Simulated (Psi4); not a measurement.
Psi4 input (wB97X-D/6-31G*):

```
memory 1500 MB

molecule {
0 2
B    -0.96009521    0.13120463   -0.01370137
N     0.63504834   -0.13477306   -0.03981207
H    -1.21385758    1.20242986   -0.47732170
H    -1.43957867   -0.29568526    0.99363338
H     0.83054334   -1.10846828    0.17477974
H     1.17231349    0.43494880    0.62287371
H     1.00571709    0.05416318   -0.96677382
symmetry c1
no_reorient
no_com
}

set {
  basis 6-31G*
  reference uks
  scf_type pk
  dft_radial_points 99
  dft_spherical_points 590
  e_convergence 1e-8
  d_convergence 1e-7
  maxiter 150
}

e = energy('wb97x-d')
print_out(f'\nFINAL {e:.10f} DIPOLE {variable("CURRENT DIPOLE")[0]:.6f} {variable("CURRENT DIPOLE")[1]:.6f} {variable("CURRENT DIPOLE")[2]:.6f}\n')
```

From the last part of the output:

```
              A
    DOCC [     8 ]
    SOCC [     1 ]
    NA   [     9 ]
    NB   [     8 ]

  @UKS Final Energy:   -82.50731843864261

   => Energetics <=

    Nuclear Repulsion Energy =             35.9267301977147966
    One-Electron Energy =                -180.8046549337555007
    Two-Electron Energy =                  71.0167546243913534
    DFT Exchange-Correlation Energy =      -8.6447883428370211
    Empirical Dispersion Energy =          -0.0013599841562393
    VV10 Nonlocal Energy =                  0.0000000000000000
    Total Energy =                        -82.5073184386426135

  UHF NO Occupations:
  HONO-2 :    7  A 1.9996748
  HONO-1 :    8  A 1.9991310
  HONO-0 :    9  A 1.0000000
  LUNO+0 :   10  A 0.0008690
  LUNO+1 :   11  A 0.0003252
  LUNO+2 :   12  A 0.0002052
  LUNO+3 :   13  A 0.0000412

Computation Completed

Properties will be evaluated at   0.000000,   0.000000,   0.000000 [a0]

Properties computed using the SCF density matrix

 Multipole Moments:

 ------------------------------------------------------------------------------------
     Multipole            Electronic (a.u.)      Nuclear  (a.u.)        Total (a.u.)
 ------------------------------------------------------------------------------------

 L = 1.  Multiply by 2.5417464519 to convert [e a0] to [Debye]
 Dipole X            :          2.2528074           -0.0000000            2.2528074
 Dipole Y            :         -0.3380124            0.0000001           -0.3380123
 Dipole Z            :          0.0014445           -0.0000001            0.0014445
 Magnitude           :                                                    2.2780245

 ------------------------------------------------------------------------------------

FINAL -82.5073184386 DIPOLE 2.252807 -0.338012 0.001444

*** Psi4 exiting successfully. Buy a developer a beer!
```

The geometry given is a B3LYP-D3(BJ)/def2-TZVP minimum.
